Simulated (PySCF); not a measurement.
Compound: [ReNCl4]- (charge -1 and doublet state).
Structure used (PBE0-D3(BJ)/def2-SVP), in Å, numbered top down from 1:
```xyz
6
Cl4NRe angstrom
Re     0.0008   -0.0004    0.1036
N      0.0017   -0.0089    1.7375
Cl     2.2880    0.0093   -0.4647
Cl    -0.0088    2.2908   -0.4482
Cl    -2.2881   -0.0051   -0.4568
Cl     0.0064   -2.2857   -0.4713
```

Theory: PySCF 2.14.0, PBE0-D3(BJ)/def2-SVP geometry optimisation, gas phase, def2 core potentials past Kr.

(1) Which atoms are bound to Re1, and at what distances?

(2) List the angles at Re1.

(3) What is the shape at Re1?

(4) What are the rotational constants (commonest isotopes, rigid rotor)?

Answers

(1) 5 atoms: N2 1.634 Å, Cl6 2.356 Å, Cl5 2.357 Å, Cl3 2.357 Å, Cl4 2.357 Å.

(2) 
| angle | degrees | distance of the outer atoms (Å) |
| --- | --- | --- |
| Cl4–Re1–Cl6 | 152.3 | 4.58 |
| Cl3–Re1–Cl5 | 152.3 | 4.58 |
| N2–Re1–Cl3 | 103.9 | 3.17 |
| N2–Re1–Cl4 | 103.8 | 3.17 |
| N2–Re1–Cl6 | 103.8 | 3.17 |
| N2–Re1–Cl5 | 103.8 | 3.17 |
| Cl3–Re1–Cl4 | 86.8 | 3.24 |
| Cl3–Re1–Cl6 | 86.7 | 3.24 |
| Cl5–Re1–Cl6 | 86.7 | 3.24 |
| Cl4–Re1–Cl5 | 86.7 | 3.24 |

(3) Square pyramidal: τ5 = (β − α)/60° = 0.00 from the two widest angles, 152.3° and 152.3° (0 for a square pyramid, 1 for a trigonal bipyramid).

(4) A = 1152, B = 1151, C = 690.1 MHz: an oblate symmetric top.

Point group: C4v (every atom within 0.08 Å of its image). Charge -1, doublet. ⟨S²⟩ = 0.762 (exact for a doublet: 0.75). PBE0-D3(BJ)/def2-SVP frequencies: not computed here.

Time: 2.3 min wall. Hardware: one thread, x86-64 server, on a shared host. These figures are those of the optimisation.

Caution for open-shell metal species: one SCF solution and one stationary point were followed, and a lower state or a bent or distorted shape isn't ruled out.
